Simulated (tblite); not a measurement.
C2H10OSSi2.
Bonds: C1–Si2, Si2–C3, C3–S4, S4–Si5, Si5–O6. Hydrogens: H7, H8, H9 on C1; H10, H11 on Si2; H12, H13 on C3; H14, H15 on Si5; H16 on O6.

A start from a force field or distance geometry was refined with GFN2-xTB geometry optimisation, gas phase in tblite 0.8.0. Values at the start:

```
   coordinate    start
       C1–Si2  1.862 Å
        C1–H7  1.085 Å
       Si2–C3  1.840 Å
      Si2–H10  1.489 Å
        C3–S4  1.812 Å
       C3–H12  1.096 Å
       S4–Si5  2.129 Å
       Si5–O6  1.651 Å
      Si5–H14  1.477 Å
       O6–H16  0.978 Å
    C1–Si2–C3   113.1°
    Si2–C3–S4   110.7°
    C3–S4–Si5   104.3°
    S4–Si5–O6   106.1°
 C1–Si2–C3–S4     -64°
Si2–C3–S4–Si5    -179°
```

How do these coordinates change at the GFN2-xTB level?

```tsv
coordinate	GFN2-xTB (Å or °)	change
Si2–C3	1.908	+0.068
Si5–O6	1.617	-0.034
C1–Si2	1.895	+0.033
O6–H16	0.954	-0.024
Si2–H10	1.465	-0.024
Si5–H14	1.456	-0.021
C3–S4	1.827	+0.015
S4–Si5	2.142	+0.013
C3–H12	1.088	-0.008
C1–H7	1.086	+0.001
C3–S4–Si5	99.3	-5.0
C1–Si2–C3	108.4	-4.7
S4–Si5–O6	107.8	+1.7
Si2–C3–S4	109.9	-0.8
C1–Si2–C3–S4	-62	+2
Si2–C3–S4–Si5	-177	+2
```

The energy falls by 3.8 kcal/mol over 46 L-BFGS steps, the largest force on an atom goes from 2.07 to 0.010 eV/Å, and the atoms move by 0.092 Å rms after alignment. The bond that changes most is Si2–C3 (SiH2 silicon to sp3 carbon bound to sulfur), which lengthens by 0.068 Å. Bonds longer at the end by more than 0.005 Å: 4 of 15; shorter: 9. Rotational constants go from 5597, 690.9, 653.2 to 5511, 694.7, 656.2 MHz.

On an Arm Neoverse V1 with one thread, no GPU (shared host), this took 0.34 s wall.

GFN2-xTB frequencies show an imaginary mode (72i cm⁻¹), so the point is no minimum at that level.

The values belong to the conformer `[CH3:1][SiH2:2][CH2:3][S:4][SiH2:5][OH:6]`: C1–Si2–C3–S4 -62°, Si2–C3–S4–Si5 -177°, C3–S4–Si5–O6 180°, H–O6–Si5–S4 -4°.

All values are computed, not measured.
